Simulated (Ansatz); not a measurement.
Cost and result for the atomization energy of ClH₂InO₂ (`[OH][In]([OH])[Cl]`) (6 atoms, 5 bonds).

```csv
atom,x (Å),y (Å),z (Å)
O1,-1.953,0.012,0.155
In2,-0.005,-0.127,0.347
O3,1.160,0.384,-1.158
Cl4,0.906,-0.886,2.323
H5,-2.200,0.340,-0.714
H6,2.092,0.277,-0.953
```

The species carries charge 0 and has multiplicity 1. Correlated methods include outer-core shells of In, which these sets cover unevenly. In: def2 effective core potential. The structure was optimised at the PBE0-D4/def2-TZVP level. It is one conformer, not always the lowest. Program: Ansatz. Hardware: A = 2 threads of an AMD EPYC 7R13 on a shared host; B = 2 threads of an AMD EPYC 7R13 on a shared host and a share of an NVIDIA H100 80 GB. Times are those of one run each, without the atoms' runs, and a repeat can differ threefold. Electronic energies, without spin–orbit coupling; frozen cores. CCSD(T)/CBS adds CCSD(T) − MP2 in def2-TZVPP to the MP2 limit, and its time is that of the two runs behind it. T1 = 0.016. With those shells the extrapolation isn't a true limit. B3LYP takes the VWN-RPA correlation (the form of Gaussian; ORCA's B3LYP/G).

CCSD(T)/CBS is a level of theory with its own doubt, some kJ/mol a heavy atom from the limit and from the frozen cores, so smaller differences don't rank the functionals.

```tsv
level	functions	wall time	atomization (kcal/mol)	difference from CCSD(T)/CBS	per bond
PBE-D4/def2-TZVPP (with forces) [A]	182	2.3 s	454.4	1.8	0.4
PBE0-D4/def2-TZVPP [A]	182	2.8 s	437.0	-15.6	-3.1
r2SCAN-D4/def2-TZVPP (with forces) [A]	182	4.2 s	446.5	-6.1	-1.2
B3LYP-D4/def2-TZVPP (with forces) [A]	182	4.2 s	435.2	-17.4	-3.5
CCSD(T)/def2-TZVPP [B]	182	5.5 s	433.1	-19.5	-3.9
B2PLYP/def2-TZVPP [A]	182	5.5 s	436.2	-16.4	-3.3
ωB97X-V/def2-TZVPP [A]	182	7 s	447.0	-5.6	-1.1
ωB97M-V/def2-TZVPP (with forces) [A]	182	9.5 s	446.0	-6.6	-1.3
CCSD(T)/def2-QZVPP [B]	326	20 s	446.2	-6.4	-1.3
CCSD(T)/CBS(def2)	–	26 s	452.6	0.0	0.0
```

From PBE to PBE0 (25 % exact exchange), in def2-TZVPP and without D4, the atomization energy moves by −17.1 kcal/mol: exact exchange takes away binding that semilocal exchange gives to molecules. In def2-TZVPP, CCSD(T) changes the Hartree–Fock value by +149.6 kcal/mol (the triples alone add +11.4 kcal/mol) and MP2 by +167.2 kcal/mol; breaking electron pairs costs correlation energy, which Hartree–Fock lacks. The D4 term adds +4.3 kcal/mol with B3LYP and +2.3 kcal/mol with PBE0; it sums over pairs of atoms, weighted by their polarisabilities, and B3LYP, whose exchange is more repulsive, gets the larger term.

Spin–orbit coupling would lower the free In atoms strongly, and the atomization energy with them, by more than many differences here.
